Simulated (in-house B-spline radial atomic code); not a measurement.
## RPA and G0W0 on r2SCAN0: the silver ion Ag⁺

Configuration [Kr] 4d10, mean-field start r2SCAN0. Computed with an all-electron radial atomic-structure program (B-spline basis): all electrons, non-relativistic, point nucleus, each spin shell either full or empty, empty states to l = 9 with an (l + 1/2)⁻⁴ tail; G0W0 by contour deformation at full frequency.

Without relativity these are model numbers: it shifts the levels of so heavy an element strongly and can reorder them.

Command:
```bash
python run_gw.py task.json out
```
Settings (radii: box in bohr, nucleus in fm):
```
Z                        47
electrons                46
configuration            [Kr] 4d10
hamiltonian              nr
method                   r2scan0
lmax                     9
spin_polarised           False
box_radius               23.78
intervals                55
```

Time taken, with all properties: 1.4 s on 1 thread of Intel(R) Xeon(R) 6975P-C, on a shared host.

Energies (hartree):

```json
{"term": "mean-field total", "value": "-5199.84105"}
{"term": "Hartree-Fock functional on these orbitals", "value": "-5197.47192"}
{"term": "direct second order", "value": "-3.9053"}
{"term": "second-order exchange", "value": "1.0792"}
{"term": "SOSEX correction", "value": "1.002"}
```

(1) What is the RPA correlation energy, and what remains with SOSEX?

Quasi-particle levels (eV):

| level | occupied | mean field | Σx - vxc | Σc | QP weight | G0W0 |
| --- | --- | --- | --- | --- | --- | --- |
| 4d | yes | -17.907 | -4.70 | ? | ? | ? |
| 5s | no | -8.962 | 3.48 | -1.55 | 0.964 | -7.030 |

G0W0 = mean field + (Σx - vxc) + Σc, with Σc (partial-wave tail included) taken at the quasi-particle energy. Only the outer levels were computed. Levels of low weight are left out.

(2) Where does G0W0 put 4d?

## Answers

(1) RPA gives -3.4193 hartree (-2.02 eV per electron); RPA + SOSEX gives -2.4173, and the second-order doubles -2.826 hartree (no singles). RPA lacks exchange-type terms and so overcorrelates at short range.

(2) At -22.026 eV, with Σc = 0.58 eV and a quasi-particle weight of 0.899. The tabulated removal energy is 21.484 eV (NIST, measured); the calculation leaves out relativity, Breit and QED terms, and what these don't explain is the method's own error.
